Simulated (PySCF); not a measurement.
## Multinuclear NMR of C$_{6}$H$_{11}$ClOSi

Atoms are numbered as in `[CH3:1][CH2:2][CH2:3][O:4][C:5]1=[C:6]([SiH2:7][Cl:8])[CH2:9]1`. Each H is labelled by its parent atom.

- GIAO PBE0/pcSseg-1 shieldings
- coordinates at the GFN2-xTB level
- code: PySCF 2.14
- no relativistic terms, no solvent, a single conformation, rapidly exchanging positions averaged

Question: What are the $^{29}$Si shifts?

Answer: 
| atoms | environment | σ (ppm) | δ (ppm) |
| --- | --- | --- | --- |
| Si7 | silicon bonded to C, Cl, 2 H | 388.3 | -39.2 |

Shieldings were converted by a linear fit to measured shifts: $^{29}$Si (scatter 8.9 ppm rms, 25.8 ppm with the 6 outliers that the fit left out vs TMS, solution or neat liquid). A few per cent of atoms miss by over 2 rms, more outside the fitted compound classes.

On a 500 MHz spectrometer $^{29}$Si resonates near 99.3 MHz, so 1 ppm is 99.3 Hz.

Question: Where does $^{17}$O resonate?

Answer: 
| atoms | environment | σ (ppm) | δ (ppm) |
| --- | --- | --- | --- |
| O4 | ether oxygen | 187.7 | 95.8 |

Shieldings were converted by a linear fit to measured shifts: $^{17}$O: δ = 266.70 − 0.911σ (rms 10.7 ppm, 155 shifts, 12.2 ppm with the 3 outliers that the fit left out vs liquid water, solution or neat liquid). Occasional misses reach two or three times the rms, and more in compound classes unlike the fitted ones.

On a 600 MHz spectrometer $^{17}$O resonates near 81.3 MHz, so 1 ppm is 81.3 Hz.
